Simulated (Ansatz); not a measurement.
Gas-phase electronic energies from Ansatz, PBE0-D4/def2-TZVP geometries. CCSD(T)/CBS is the MP2 limit (def2-TZVPP, def2-QZVPP) plus CCSD(T) − MP2 in def2-TZVPP, frozen cores. Each species was taken in one conformer, which may not be the lowest.

Reaction (redistribution): `C=C[SiH](N)Cl` + `N[SiH2]O[SiH](N)O` → `N[Si@H](Cl)O[Si@@H](N)O` + `C=C[SiH2]N`

`C=C[SiH](N)Cl`:

Z-matrix (Å, degrees):
```
Si
C 1 1.850
Cl 1 2.077 2 107.5
N 1 1.703 2 108.9 3 -124.7
H 1 1.480 2 113.8 3 116.1
C 2 1.329 1 125.0 3 -1.3
H 2 1.090 1 116.5 3 178.8
H 4 1.008 1 120.1 2 48.9
H 4 1.007 1 120.2 2 -166.0
H 6 1.086 2 121.5 1 -0.0
H 6 1.086 2 121.9 1 -179.9
```

`N[SiH2]O[SiH](N)O`:

Z-matrix (Å, degrees):
```
Si
O 1 1.637
N 1 1.728 2 109.6
H 1 1.486 2 107.2 3 123.1
H 1 1.483 2 110.3 3 -116.6
Si 2 1.641 1 128.9 3 -8.2
H 3 1.009 1 118.8 2 81.2
H 3 1.008 1 118.2 2 -139.8
N 6 1.718 2 105.7 1 -67.9
O 6 1.634 2 112.6 1 50.3
H 6 1.477 2 107.5 1 167.3
H 9 1.009 6 118.3 2 167.9
H 9 1.009 6 119.1 2 -53.2
H 10 0.966 6 111.4 2 -46.1
```

`N[Si@H](Cl)O[Si@@H](N)O`:

Z-matrix (Å, degrees):
```
Si
O 1 1.633
O 1 1.641 2 111.2
N 1 1.702 2 110.8 3 117.4
H 1 1.478 2 103.4 3 -116.6
H 2 0.959 1 116.2 3 -71.0
Si 3 1.615 1 144.8 2 180.0
H 4 1.006 1 121.8 2 60.7
H 4 1.007 1 120.3 2 -148.4
N 7 1.695 3 110.2 1 60.5
Cl 7 2.065 3 111.3 1 -56.1
H 7 1.475 3 106.8 1 -171.2
H 10 1.006 7 121.6 3 48.6
H 10 1.005 7 121.8 3 -155.0
```

`C=C[SiH2]N`:

Cartesian coordinates in Å:
```
C -0.122 -1.452 -1.020
C 0.857 -0.700 -0.523
Si 0.548 0.798 0.543
N -1.105 1.141 0.845
H 0.067 -2.324 -1.641
H -1.166 -1.221 -0.821
H 1.885 -0.979 -0.754
H 1.147 1.984 -0.129
H 1.220 0.588 1.854
H -1.642 0.601 1.502
H -1.690 1.564 0.144
```

```csv
level,ΔE (kJ/mol)
SCS-MP2/def2-QZVPP,6.4
HF/CBS(def2),-4.3
```

(1) What does CCSD(T)/CBS give? (Best estimate.)

Largest T1 diagnostic among the species: 0.011.

## Answers

(1) Ansatz gave: +7.0 kJ/mol. The listed levels differ from it by -0.6, -11.3 kJ/mol.

In def2-TZVPP, CCSD(T) changes the Hartree–Fock value by +11.5 kJ/mol (the triples alone add +2.4 kJ/mol) and MP2 by +12.3 kJ/mol.
